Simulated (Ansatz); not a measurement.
Cost and result for the atomization energy of `CC[O][Ge]([CH3])([O]CC)[O]CC` (29 atoms, 28 bonds).

```xyz
29

C    -2.351   -2.385   -0.318
C    -1.177   -1.915    0.506
O    -0.249   -1.270   -0.344
Ge    1.121   -0.388    0.362
C     2.335   -1.465    1.397
O     0.503    0.853    1.458
C    -0.361    1.870    0.988
C    -0.799    2.717    2.157
O     1.921    0.348   -1.024
C     1.440    0.226   -2.351
C     0.336    1.212   -2.659
H    -3.081   -2.899    0.313
H    -2.020   -3.074   -1.097
H    -2.844   -1.537   -0.798
H    -1.520   -1.232    1.295
H    -0.705   -2.774    1.005
H     1.848   -1.801    2.313
H     2.655   -2.329    0.815
H     3.207   -0.866    1.659
H     0.154    2.489    0.243
H    -1.238    1.430    0.492
H     0.067    3.168    2.646
H    -1.329    2.110    2.894
H    -1.465    3.516    1.823
H     2.300    0.411   -3.003
H     1.090   -0.794   -2.546
H     0.051    1.145   -3.713
H    -0.550    1.001   -2.057
H     0.664    2.234   -2.456
```

Total charge 0; spin multiplicity 1. Correlated methods include outer-core shells of Ge, which these sets cover unevenly. Scalar relativity is left out up to krypton. All single points use the PBE0-D4/def2-TZVP geometry. It is one conformer, not always the lowest. Program: Ansatz. All runs use 11 threads of an AMD EPYC 7R13 on a shared host and a whole NVIDIA H100 80 GB. Times are those of one run each, without the atoms' runs, and a repeat can differ threefold. Electronic energies, without spin–orbit coupling; frozen cores. CCSD(T)/CBS adds CCSD(T) − MP2 in def2-TZVPP to the MP2 limit, and its time is that of the two runs behind it. T1 = 0.011. With those shells the extrapolation isn't a true limit. B3LYP takes the VWN-RPA correlation (the form of Gaussian; ORCA's B3LYP/G).

CCSD(T)/CBS is a level of theory with its own doubt, some kJ/mol a heavy atom from the limit and from the frozen cores, so smaller differences don't rank the functionals.

| level | functions | wall time | atomization (kJ/mol) | difference from CCSD(T)/CBS | per bond |
| --- | --- | --- | --- | --- | --- |
| CAM-B3LYP-D4/def2-TZVPP | 610 | 4.2 s | 11431.5 | 36.5 | 1.3 |
| revPBE-D4/def2-TZVPP | 610 | 4.3 s | 11305.0 | -90.0 | -3.2 |
| r2SCANh-D4/def2-TZVPP | 610 | 4.5 s | 11341.7 | -53.3 | -1.9 |
| B3LYP-D4/def2-TZVPP (with forces) | 610 | 4.9 s | 11361.5 | -33.5 | -1.2 |
| PBE-QIDH/def2-TZVPP | 610 | 5 s | 11330.4 | -64.6 | -2.3 |
| BLYP-D4/def2-TZVPP | 610 | 5.5 s | 11327.1 | -67.9 | -2.4 |
| r2SCAN-D4/def2-TZVPP (with forces) | 610 | 6 s | 11404.3 | 9.3 | 0.3 |
| B97M-V/def2-TZVPP | 610 | 7.5 s | 11389.8 | -5.2 | -0.2 |
| ωB97M-V/def2-TZVPP (with forces) | 610 | 8 s | 11393.1 | -1.9 | -0.1 |
| CCSD(T)/def2-SVP | 262 | 8 s | 10874.0 | -521.0 | -18.6 |
| MP2/def2-QZVPP | 1199 | 12 s | 11448.6 | 53.6 | 1.9 |
| CCSD(T)/def2-TZVPP | 610 | 96 s | 11146.1 | -248.9 | -8.9 |
| CCSD(T)/CBS(def2) | – | 110 s | 11395.0 | 0.0 | 0.0 |

From r2SCAN to r2SCAN0 (25 % exact exchange), in def2-TZVPP and without D4, the atomization energy moves by −154.5 kJ/mol: exact exchange takes away binding that semilocal exchange gives to molecules. The D4 term adds +109.0 kJ/mol with B3LYP and +60.3 kJ/mol with PBE0; it sums over pairs of atoms, weighted by their polarisabilities, and B3LYP, whose exchange is more repulsive, gets the larger term. At CCSD(T), def2-SVP lies −521.0 kJ/mol from the extrapolated value and def2-TZVPP −248.9 kJ/mol: correlation converges slowly with the basis, and small sets miss more of it in the bonded molecule than in its fragments.
